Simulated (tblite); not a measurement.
Question: What does the GFN2-xTB structure of InChI=1S/C4H10F2SSi/c1-3(7)2-4(5)8-6/h3-4,7H,2,8H2,1H3/t3-,4-/m1/s1 look like in three dimensions?

Answer: 
Z-matrix in Å and degrees, rows numbered from 1:
```
C 
C   1  1.5192
S   2  1.8367  1  110.28
C   2  1.5275  1  112.16  3   123.85
C   4  1.5248  2  112.73  1   171.57
F   5  1.3954  4  108.38  2   -68.17
Si  5  1.9188  4  113.86  2   170.95
F   7  1.6126  5  104.52  4   -57.23
H   1  1.0874  2  110.45  3    52.94
H   1  1.0884  2  110.06  3   172.85
H   1  1.0890  2  110.51  3   -67.23
H   2  1.0929  1  110.20  3  -113.70
H   3  1.3327  2   95.91  1    58.49
H   4  1.0929  2  108.43  1    51.25
H   4  1.0924  2  109.83  1   -66.90
H   5  1.0986  4  109.17  2    45.55
H   7  1.4531  5  111.09  4    56.20
H   7  1.4503  5  111.74  4  -172.00
```

Of the pairs four or more bonds apart, S3···H16 is among the closest relative to their van der Waals radii: 2.70 Å, 90 % of the sum of Bondi's values. Si7 (fluorine-bound silicon) is distorted tetrahedral (angles from 104.5° to 116.4°).

The geometry is computed with GFN2-xTB (gas phase).

Point group: C1 (no symmetry element, even within 0.4 Å). Its GFN2-xTB frequencies are all real (lowest 32 cm⁻¹). One conformer, not necessarily the lowest (C1–C2–S3–H 58°, C1–C2–C4–C5 172°, C2–C4–C5–F6 -68°, C4–C5–Si7–F8 -57°).
